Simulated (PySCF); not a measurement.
Spinor energies of W+ (tungsten, charge +1)

Start: [Xe] 4f14 5d3 6s2; 5d5/2 filled at m_j = +1/2, +3/2, +5/2. Calculated with PySCF 2.14 in x2c-TZVPall-2c with one added diffuse shell each of s, p, d type (12s12p11d2f, 117 functions): generalised Hartree-Fock with the X2C-1e Hamiltonian and a Gaussian nucleus; spin-orbit coupling (SO) screened by Boettger's factors. This is a chosen level, not necessarily the ground level.

| spinor shell | electrons | ε, screened SO (eV) | weight of nominal j (screened SO) | rms radius, screened SO (bohr) |
| --- | --- | --- | --- | --- |
| 1s1/2 | 2 | -69890.1 | 1.000 | 0.0208 |
| 2s1/2 | 2 | -12210.8 | 1.000 | 0.0838 |
| 2p1/2 | 2 | -11656.2 | 1.000 | 0.0713 |
| 2p3/2 | 4 | -10297.9 | 1.000 | 0.0787 |
| 3s1/2 | 2 | -2882.1 | 1.000 | 0.214 |
| 3p1/2 | 2 | -2635.5 | 1.000 | 0.206 |
| 3p3/2 | 4 | -2336.8 | 1.000 | 0.221 |
| 3d3/2 | 4 | -1926.3 | 1.000 | 0.195 |
| 3d5/2 | 6 | -1861.9 | 1.000 | 0.199 |
| 4s1/2 | 2 | -635.36 | 1.000 | 0.478 |
| 4p1/2 | 2 | -531.70 | 1.000 | 0.487 |
| 4p3/2 | 4 | -461.83 | 1.000 | 0.520 |
| 4d3/2 | 4 | -291.09 | 1.000 | 0.544 |
| 4d5/2 | 6 | -278.05 | 1.000 | 0.556 |
| 5s1/2 | 2 | -104.40 | 1.000 | 1.14 |
| 5p1/2 | 2 | -69.675 | 0.992 | 1.26 |
| 5p3/2 | 4 | -60.360 | 0.848 | 1.29 |
| 4f5/2 | 6 | -61.807 | 0.931 | 0.733 |
| 4f7/2 | 8 | -59.737 | 0.975 | 0.694 |
| 5d5/2 | 3 | -18.608 | 0.884 | 2.03 |
| 6s1/2 | 2 | -14.944 | 0.950 | 3.17 |

```
   quantity   screened SO
E (hartree)  -16149.16565
        M_J           9/2
       ⟨J²⟩        25.206
       ⟨L²⟩        24.309
       ⟨S²⟩         1.211
```

The determinant has a definite M_J but mixes levels of different J.

Each row is a mean over spinors that exchange with the open shell spreads, by up to 3.877 eV (5p3/2).

Rows whose weight is well below 1 are mixtures of j = l ± 1/2: exchange outweighs spin-orbit coupling there, and the label is only the starting occupation.

Breit and QED terms are absent; they matter most for the inner s and p1/2 levels.

Densities and radii are taken from the X2C orbitals without a picture-change correction, which distorts them close to the nucleus.
